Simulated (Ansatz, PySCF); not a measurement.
Reaction (SMILES): CC[O-] -> C[CH-]O
Each molecule is optimised on its own at B3LYP-D3(BJ)/def2-TZVP (Ansatz, a program for electronic structure), one conformer each, not searched for the lowest.

Wanted: isomerisation energy (enthalpy at 298 K, with B3LYP-D3(BJ) rigid-rotor harmonic-oscillator terms from PySCF), in kcal/mol. Cores are frozen in the correlated levels unless marked. No spin-orbit coupling. No relativistic terms. Anions need diffuse functions: aug- sets have them; def2-D sets add few; the other sets have none. CBS(X,Y): correlation extrapolated as X^-3; Hartree-Fock from the larger set. The bracket is a focal-point correction in the basis named.

| level | program | isomerisation energy (kcal/mol) | minus last row |
|---|---|---|---|
| revPBE-D3(BJ)/def2-TZVPD | Ansatz + dftd3 | 38.2 | 3.7 |
| revPBE-D4/def2-TZVPD | Ansatz + dftd4 | 38.4 | 3.9 |
| TPSS-D4/def2-TZVPD | PySCF + dftd4 | 38.4 | 3.9 |
| B3LYP-D3(BJ)/def2-TZVPD | Ansatz + dftd3 | 37.7 | 3.2 |
| B3LYP/def2-TZVPD | Ansatz | 37.7 | 3.2 |
| PBE0-D3(BJ)/def2-TZVP | Ansatz + dftd3 | 38.8 | 4.3 |
| MN15/def2-TZVPD | PySCF | 34.8 | 0.3 |
| LC-wPBE-D4/def2-TZVPD | Ansatz + dftd4 | 37.8 | 3.3 |
| wB97M-V/def2-TZVPD | Ansatz | 35.3 | 0.8 |
| B2PLYP-D3(BJ)/def2-TZVPD | Ansatz + dftd3 | 37.7 | 3.2 |
| MP2/aug-cc-pVDZ | Ansatz | 35.5 | 1.0 |
| MP2/cc-pwCVTZ | Ansatz | 37.0 | 2.5 |
| CCSD/aug-cc-pVTZ | Ansatz | 34.4 | -0.1 |
| CCSD(T)/6-31G | Ansatz | 41.2 | 6.7 |
| RI-MP2/CBS(aug-cc-pVTZ,aug-cc-pVQZ)+[CCSD(T)-MP2]/aug-cc-pVTZ | Ansatz | 34.5 | 0.0 |
